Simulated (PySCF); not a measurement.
C5H8F3S (doublet state).
Cartesian coordinates in Å at the GFN2-xTB level; atoms count from 1:
```
atom  x, y, z in Å
C1    -1.9662   -0.8009   -0.2381
C2    -1.4759    0.3932    0.5980
C3    -0.0372    0.6589    0.3476
C4     0.4397    1.2307   -0.9336
S5     1.0835    0.2841    1.5951
C6     2.3167   -0.7998    0.6921
F7     1.6952   -1.7205   -0.0484
F8     3.0994   -1.4275    1.5611
F9     3.1018   -0.1005   -0.1311
H10   -1.3898   -1.6905    0.0021
H11   -3.0140   -0.9949   -0.0250
H12   -1.8574   -0.5937   -1.2992
H13   -2.0711    1.2721    0.3315
H14   -1.6310    0.1771    1.6558
H15   -0.3704    1.7570   -1.4349
H16    1.2709    1.9169   -0.7709
H17    0.7986    0.4502   -1.6130
```

The hyperfine couplings belong to this conformer and change with its torsions.

The species is `CC[C](C)SC(F)(F)F` [radical].

Level of theory: PySCF, UKS B3LYP, pcH-1 on C F H S, non-relativistic, mean-field spin-orbit, GIAO. Geometry: GFN2-xTB, one conformer, isolated molecule. The geometry wasn't refined by DFT: couplings that depend on bond lengths, twists or pyramidal angles can differ widely from those at the functional's own minimum. The SCF solution wasn't tested for stability.

Q: Where do the isotropic ENDOR lines of C6, C3, C1, C4, C2, F7/F8/F9, H15/H16/H17 and H10/H11/H12 fall at 339.2 mT, to first order?

A: For S = 1/2 in fast tumbling each set of equivalent nuclei gives two lines, ν± = |νn ± a/2| to first order, with νn = g_N μN B/h and μN/h = 7.62259 MHz/T.

```csv
nuclei,isotope,g_N,νn (MHz),a_iso (MHz),lower line (MHz),upper line (MHz)
C6,13C,1.4048,3.63,106.42,49.58,56.84
C3,13C,1.4048,3.63,89.15,40.94,48.21
C1,13C,1.4048,3.63,67.43,30.08,37.35
C4,13C,1.4048,3.63,-26.16,9.45,16.71
C2,13C,1.4048,3.63,-23.86,8.30,15.56
F7/F8/F9,19F,5.2577,13.59,16.19,5.50,21.69
H15/H16/H17,1H,5.5857,14.44,62.99,17.05,45.94
H10/H11/H12,1H,5.5857,14.44,2.26,13.31,15.57
```

The rows for 13C, of low natural abundance, apply to labelled samples.

Q: Which pairs are centred on the nuclear Larmor frequency, and which on half the coupling?

A: Centred on νn, since |a| < 2νn: F7/F8/F9 and H10/H11/H12. Centred on |a|/2 and split by 2νn: C6, C3, C1, C4, C2 and H15/H16/H17.

Q: At what field would the lower line of F7/F8/F9 fall to zero frequency?

A: Where νn = |a|/2, that is B = 8.10 MHz/(5.2577 × 7.62259 MHz/T) = 202 mT, as far as first order holds there.

Couplings of abundant isotopes left out: H13/H14 (29.2 MHz).

Class means assume fast exchange of nuclei equivalent by connectivity; if that motion is slow, each nucleus keeps its own coupling. The three 1H nuclei of mean +63.0 MHz run from 25.8 to 117.2 MHz in the frozen geometry. The three 19F nuclei of mean +16.2 MHz run from -5.9 to 37.9 MHz in the frozen geometry.

The largest Mulliken spin populations are on C3 (+0.85), C4 (-0.07), C2 (-0.07) and C6 (+0.06). No atom but C3 exceeds +0.15. The positive populations add up to 1.14 and the negative ones to -0.14, together 2S = 1. The angles at C3 add up to 360.0°, so it is planar.
